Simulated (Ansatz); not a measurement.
Geometry optimisation, DFT r2SCAN-D3(BJ), scalar-relativistic, plane waves, PAW in Ansatz.

input.yaml

```yaml
crystal:
  lattice:
    - [0.0, 5.43, 5.43]
    - [5.43, 0.0, 5.43]
    - [5.43, 5.43, 0.0]
  atoms:
    - { symbol: Si, position: [0.0, 0.0, 0.0] }
    - { symbol: Si, position: [0.125, 0.125, 0.125] }
    - { symbol: Si, position: [0.0, 0.0, 0.5] }
    - { symbol: Si, position: [0.125, 0.125, 0.625] }
    - { symbol: Si, position: [0.0, 0.5, 0.0] }
    - { symbol: Si, position: [0.125, 0.625, 0.125] }
    - { symbol: Si, position: [0.0, 0.5, 0.5] }
    - { symbol: Si, position: [0.125, 0.625, 0.625] }
    - { symbol: Si, position: [0.5, 0.0, 0.0] }
    - { symbol: Si, position: [0.625, 0.125, 0.125] }
    - { symbol: Si, position: [0.5, 0.0, 0.5] }
    - { symbol: Si, position: [0.625, 0.125, 0.625] }
    - { symbol: Si, position: [0.5, 0.5, 0.0] }
    - { symbol: Si, position: [0.625, 0.625, 0.125] }
    - { symbol: Si, position: [0.5, 0.5, 0.5] }
    - { symbol: Si, position: [0.625, 0.625, 0.625] }
    - { symbol: O, position: [0.37601984, 0.86951811, 0.37365508], spin: 1.0 }
magnetization:
  spin_polarized: true
basis:
  ecutwfc: 500.0
kpoints:
  mp_grid: { grid: [2, 2, 2] }
hamiltonian:
  xc: r2scan
  dispersion: d3bj
  pseudopotentials: { kind: paw, azcp: { folder: soft_1 } }
scf:
  occupations: { method: gaussian, width: 0.05 }
  lower_state_search: "off"
relax:
  f_tol: 0.03
  max_steps: 60
  adjacent_minimum: "off"
output:
  write_density: true
  write_potential: true
  elf: true
  volumetric_format: npy
```

Command:

```bash
$ ansatz run input.yaml --threads 4 --pin off --max-ram 10240MiB --backend cpu --events-out ev --progress --plain --runs-dir out
```

Problem. Where does it end, and by what steps?

Solution. The run converged. Limits of this set-up: coarse k mesh, a small cell, in which the defect meets its images. After 9 steps the energy has fallen by 1.447 eV; O17 moved furthest, 0.76 Å. Joined: Si3–O17 (2.36 → 1.89 Å), Si9–O17 (2.34 → 1.89 Å), Si15–O17 (2.32 → 1.89 Å).

```json
{"step": "0", "energy less start (eV)": "0.0000", "largest force component (eV/Å)": "0.418", "accepted": "yes"}
{"step": "1", "energy less start (eV)": "-0.0878", "largest force component (eV/Å)": "0.349", "accepted": "yes"}
{"step": "2", "energy less start (eV)": "-0.2914", "largest force component (eV/Å)": "0.464", "accepted": "yes"}
{"step": "3", "energy less start (eV)": "-0.7205", "largest force component (eV/Å)": "0.949", "accepted": "yes"}
{"step": "4", "energy less start (eV)": "-0.8072", "largest force component (eV/Å)": "2.718", "accepted": "yes"}
{"step": "5", "energy less start (eV)": "-1.2177", "largest force component (eV/Å)": "0.925", "accepted": "yes"}
{"step": "6", "energy less start (eV)": "-1.3549", "largest force component (eV/Å)": "0.334", "accepted": "yes"}
{"step": "7", "energy less start (eV)": "-1.4075", "largest force component (eV/Å)": "0.275", "accepted": "yes"}
{"step": "8", "energy less start (eV)": "-1.4439", "largest force component (eV/Å)": "0.072", "accepted": "yes"}
{"step": "9", "energy less start (eV)": "-1.4465", "largest force component (eV/Å)": "0.014", "accepted": "yes"}
```

```xyz
17
Lattice="0.0000 5.4300 5.4300 5.4300 0.0000 5.4300 5.4300 5.4300 0.0000" Properties=species:S:1:pos:R:3
Si 0.022 -0.055 0.023
Si 1.420 1.163 1.421
Si 2.472 2.878 0.162
Si 4.037 4.100 1.384
Si 2.832 0.119 2.831
Si 4.184 1.469 4.183
Si 5.453 2.740 2.660
Si 6.851 4.139 3.876
Si 0.161 2.878 2.472
Si 1.382 4.098 4.039
Si 2.813 5.531 2.816
Si 4.159 6.877 4.159
Si 2.660 2.738 5.452
Si 3.876 4.137 6.850
Si 5.592 5.189 5.593
Si 6.813 6.756 6.814
O 6.326 3.614 6.327
```

The run took 5.4 min on 4 threads of Arm Neoverse V2 (shared host), peak memory 1.9 GiB.
